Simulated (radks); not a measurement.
Dispersion coefficients C6 (hartree bohr^6) between ground-configuration atoms and ions, from the Casimir-Polder integral (3/pi) of alpha_A(iw) alpha_B(iw). Calculated with a radial shooting solver on a logarithmic mesh with Libxc functionals: non-relativistic Kohn-Sham, exchange-only LDA, spin-polarised, spherical densities, point nucleus; open shells are filled with parallel spins first. Response by self-consistent Sternheimer equations with the Hartree and adiabatic exchange-only LDA kernel.

C6       Li    Be+     B2+     C3+     N4+     O5+     F6+     Ne7+
Li     1261
Be+   246.6  57.03
B2+   88.00  22.05   8.918
C3+   41.13  10.81   4.503   2.318
N4+   22.48  6.106   2.596   1.356  0.8014
O5+   13.62  3.788   1.637  0.8642  0.5151  0.3332
F6+   8.868  2.514   1.100  0.5860  0.3517  0.2287  0.1577
Ne7+  6.097  1.754  0.7758  0.4164  0.2513  0.1642  0.1137  0.08218

Static polarisabilities (bohr^3): Li ([He] 2s1) 152.4, Be+ ([He] 2s1) 21.38, B2+ ([He] 2s1) 6.796, C3+ ([He] 2s1) 2.990, N4+ ([He] 2s1) 1.573, O5+ ([He] 2s1) 0.9280, F6+ ([He] 2s1) 0.5927, Ne7+ ([He] 2s1) 0.4013. The combination rule 2 Ca Cb / ((alpha_b/alpha_a) Ca + (alpha_a/alpha_b) Cb) gives 246.5 for Li-Be+, against 246.6 from the integral.
